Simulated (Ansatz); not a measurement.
The cluster Cs3F3⁺, 6 atoms. Hardware: 4 threads of Arm Neoverse V1 on a shared host.

In the def2 sets Cs takes a core potential; there is no spin–orbit coupling. Correlated methods freeze 3 core orbitals; core or outer-core shells of Cs are correlated, in sets that lack core-valence functions. In CCSD on the charge 1 doublet the largest single amplitude is 0.16, so its Hartree–Fock determinant may place the open shell otherwise than the density functionals do.

Q: How many basis functions does each of these Ansatz runs have, and roughly what does it cost? LC-ωPBE/def2-TZVP, charge 1 doublet, energy, from earlier orbitals; PBE-D4/def2-SVP, charge 1 doublet, energy with a search over starts; PBE0-D4/def2-SVP, charge 1 doublet, relaxation, 6 steps; r2SCAN-D4/def2-TZVP, charge 1 doublet, energy, from earlier orbitals; PBE-D4/def2-TZVP, charge 1 doublet, energy and forces, from earlier orbitals; PBE0-D4/def2-TZVP, charge 1 doublet, energy, from earlier orbitals; PBE0-D4/def2-SVP, charge 1 doublet, energy, from earlier orbitals; ωB97M-V/def2-TZVP, charge 1 doublet, energy, from earlier orbitals; MP2/def2-TZVP, charge 1 doublet, energy, from earlier orbitals; CCSD(T)/def2-SVP, charge 1 doublet, energy, from earlier orbitals; PBE-D4/def2-SVP, charge 1 doublet, energy, from earlier orbitals; B3LYP-D4/def2-TZVP, charge 1 doublet, energy, from earlier orbitals.

A: Other jobs shared the machine, so times can vary by a factor of up to 3. A dash marks memory too small to be measured apart from the calling script's.

```
                                                                         run  functions  fitting or Cholesky vectors  wall time  peak host memory (GiB)
              MP2/def2-TZVP, charge 1 doublet, energy, from earlier orbitals        180                         1443      4.4 s                       –
           PBE0-D4/def2-SVP, charge 1 doublet, energy, from earlier orbitals        114                         1074        7 s                       –
PBE-D4/def2-TZVP, charge 1 doublet, energy and forces, from earlier orbitals        180                         1422        7 s                       –
            PBE-D4/def2-SVP, charge 1 doublet, energy, from earlier orbitals        114                         1206      9.5 s                       –
          LC-ωPBE/def2-TZVP, charge 1 doublet, energy, from earlier orbitals        180                         1422       16 s                    0.82
          PBE0-D4/def2-TZVP, charge 1 doublet, energy, from earlier orbitals        180                         1422       17 s                    0.91
         B3LYP-D4/def2-TZVP, charge 1 doublet, energy, from earlier orbitals        180                         1422       18 s                    0.92
                     PBE0-D4/def2-SVP, charge 1 doublet, relaxation, 6 steps        114                         1155       22 s                       –
         PBE-D4/def2-SVP, charge 1 doublet, energy with a search over starts        114                         1206       32 s                       –
        r2SCAN-D4/def2-TZVP, charge 1 doublet, energy, from earlier orbitals        180                         1422       33 s                    0.76
          ωB97M-V/def2-TZVP, charge 1 doublet, energy, from earlier orbitals        180                         1422       94 s                     1.7
           CCSD(T)/def2-SVP, charge 1 doublet, energy, from earlier orbitals        114                         1074      2 min                       2
```
